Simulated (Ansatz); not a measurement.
Consider the redistribution: `Cl[SiH]1BC1` + `C=C[SiH2][SiH2]O` → `O[SiH]1BC1` + `C=C[SiH2][SiH2]Cl`.

Program: Ansatz. Geometries: PBE0-D4/def2-TZVP. ΔE: electronic, gas phase. CCSD(T)/CBS is the MP2 limit (def2-TZVPP, def2-QZVPP) plus CCSD(T) − MP2 in def2-TZVPP, frozen cores. Functionals use def2-TZVPP. B3LYP here is the variant with VWN-RPA as its local correlation; programs differ in this. One conformer a species, not always the lowest.

(1) Is it downhill or uphill in electronic energy at CCSD(T)/CBS, and by how much? (An estimate is asked.)

(2) What do these levels give: r2SCAN-D4, PBE0-D4, PBE0, B3LYP, HF/def2-TZVPP, MP2/def2-TZVPP, SCS-MP2/def2-TZVPP, CCSD/def2-TZVPP, HF/def2-QZVPP, HF/CBS(def2), MP2/CBS(def2), CCSD/CBS(def2)? (An estimate is asked.)

Largest T1 diagnostic among the species: 0.014.

## Answers

(1) Ansatz gave: Uphill: ΔE = +0.9 kcal/mol.

(2) Computed: r2SCAN-D4 1.2, PBE0-D4 1.0, PBE0 1.2, B3LYP 1.4, HF/def2-TZVPP 1.0, MP2/def2-TZVPP 1.2, SCS-MP2/def2-TZVPP 1.2, CCSD/def2-TZVPP 1.0, HF/def2-QZVPP 1.0, HF/CBS(def2) 1.0, MP2/CBS(def2) 1.0, CCSD/CBS(def2) 0.8 kcal/mol.
